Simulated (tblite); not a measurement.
Species: C4H7F3P2S.
Z-matrix (Å and degrees, GFN2-xTB geometry), rows numbered from 1:
```
F 
C   1  1.3255
F   2  1.3183  1  111.19
C   2  1.3282  1  120.72  3  -177.24
F   4  1.3422  2  120.66  1   179.90
P   4  1.8439  2  123.66  1    -9.61
S   6  1.9226  4  112.78  2   -64.12
C   6  1.8443  4  103.46  2    64.37
C   8  1.5236  6  107.14  4  -176.98
P   9  1.8591  8  107.98  6   -48.88
H   6  1.3959  4   94.41  2   171.53
H   8  1.0948  6  108.55  4   -56.57
H   8  1.0944  6  108.79  4    62.08
H   9  1.0920  8  111.74  6  -172.57
H   9  1.0953  8  109.09  6    67.05
H  10  1.3965  9   95.97  8   -80.07
H  10  1.3906  9   96.23  8  -173.57
```

Computed values, GFN2-xTB/tblite, gas phase, harmonic and unscaled. Errors from tens to a few hundred cm⁻¹ against measured bands are possible. Modes of hydrogen on phosphorus can be 10 to 20 % off. One conformer, not necessarily the lowest.

Harmonic wavenumbers (cm⁻¹): 36.5, 55.4, 77.1, 90.3, 106.9, 126.7, 179.0, 185.4, 193.1, 228.5, 281.7, 330.5, 375.9, 425.6, 464.0, 474.8, 617.1, 649.1, 678.1, 720.9, 747.1, 775.3, 818.5, 884.7, 895.1, 941.5, 1003.1, 1030.9, 1065.6, 1119.8, 1131.5, 1150.7, 1206.1, 1230.4, 1246.0, 1405.0, 1427.9, 1730.5, 2245.5, 2280.7, 2348.5, 2930.4, 2937.8, 2942.5, 2961.5.

A = 1434, B = 448.3, C = 444.4 MHz; mass 205.970 u (most abundant isotopes); point group C1, symmetry number 1.

Question: What is the zero-point energy?

Answer: Half the sum of the wavenumbers: 22377 cm⁻¹ = 267.68 kJ/mol.

Question: Give the ideal-gas entropy at 200 K and 1 bar in the rigid-rotor, harmonic-oscillator model (classical rotation).

Answer: Translation 167.00, rotation 126.39, vibration 121.20: S = 414.6 J/(mol K).

Question: And Cp and H(200 K) − H(0)?

Answer: Cp = 149.30 J/(mol K), of which vibrations give 116.04 (their classical limit is 45 R = 374.2); H(200 K) − H(0) = 19.39 kJ/mol without the zero-point energy, 12.74 from vibrations.

Question: Which modes carry the vibrational entropy at 200 K?

Answer: 36.5 cm⁻¹: 19.46; 55.4 cm⁻¹: 16.02; 77.1 cm⁻¹: 13.32; 90.3 cm⁻¹: 12.05; 106.9 cm⁻¹: 10.70; 126.7 cm⁻¹: 9.37 J/(mol K); the other 39 give 40.29 together.

Question: Blend soft modes into free rotors: weight 1/[1 + (100 cm⁻¹/ν̃)⁴] for the oscillator and the rest for a rotor with moment μB/(μ + B), μ = h/(8π²ν), B = 10⁻⁴⁴ kg m². What vibrational entropy results?

Answer: 111.18 J/(mol K) in place of 121.20, which changes −T·S at 200 K by +2.00 kJ/mol.

Question: What must be added to the electronic energy to get the Gibbs energy at 200 K and 1 bar?

Answer: ZPE + [H(200 K) − H(0)] − T·S = 267.68 + 19.39 − 82.92 = 204.15 kJ/mol.

Hindered rotation and anharmonicity are outside this model. Other conformers, if any are populated, would add a mixing term that is left out. The structure is chiral; the term R ln 2 for an equal mix with its mirror image is left out.

The run took 1.0 s wall on one thread, Intel Xeon Platinum 8488C (x86_64), no GPU, on a shared host. The figure is for the frequency step alone.
